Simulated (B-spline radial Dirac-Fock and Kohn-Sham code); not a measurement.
## La⁺: eigenvalues, ΔSCF and the reference

System: the La⁺ ion in the configuration [Xe] 5d2.

The density-functional columns are spherical, spin-unpolarised Dirac-Kohn-Sham results without Breit or QED terms: −ε is minus the orbital energy of the initial state and ΔSCF the difference of two total energies. The reference in the last column comes from ΔSCF Dirac-Fock with Breit, self-energy and vacuum polarisation, finite nucleus, configuration average. All numbers are from a B-spline atomic structure program, in eV; a selection of levels is shown. For the 1s level of heavy atoms much of the gap between ΔSCF and the reference is the Breit and QED part, -147.4 eV here; for other levels the error of the functional can be larger.

```
level   LDA −ε  LDA ΔSCF   PBE −ε  PBE ΔSCF  Dirac-Fock
   1s  38679.1   39075.0  38719.3   39116.4     38940.0
   2s   6159.3    6231.5   6164.4    6236.4      6288.8
2p1/2   5812.1    5902.4   5814.1    5904.3      5908.5
2p3/2   5399.5    5482.8   5401.0    5484.2      5500.5
   3s   1320.0    1344.5   1321.4    1345.8      1385.4
3p1/2   1173.2    1198.7   1173.7    1199.1      1225.3
3p3/2   1092.9    1117.2   1093.2    1117.4      1144.2
3d3/2    834.6     862.2    834.4     861.9       866.8
3d5/2    817.4     844.6    817.1     844.3       850.0
   4s    269.3     280.2    269.8     280.8       298.8
4p1/2    215.3     225.9    215.5     226.1       238.0
4p3/2    198.0     208.4    198.3     208.6       220.7
4d3/2    109.3     119.0    109.2     118.8       118.9
4d5/2    106.3     115.9    106.2     115.8       116.0
   5s    42.94     48.49    42.66     48.20       51.02
5p1/2    28.25     33.39    28.03     33.15       32.65
5p3/2    25.72     30.70    25.56     30.53       30.13
   5d     7.36     11.00     7.17     10.81        9.82
```

Question: Order the estimates of the K (1s) level by their distance from the Dirac-Fock value, nearest first.
A. PBE ΔSCF
B. PBE −ε
C. LDA −ε
D. LDA ΔSCF

Answer: D (135.0 eV), A (176.4 eV), B (220.7 eV), C (260.9 eV).

Values without a named source are computed, but for edge energies of neutral atoms, which are taken from tables.
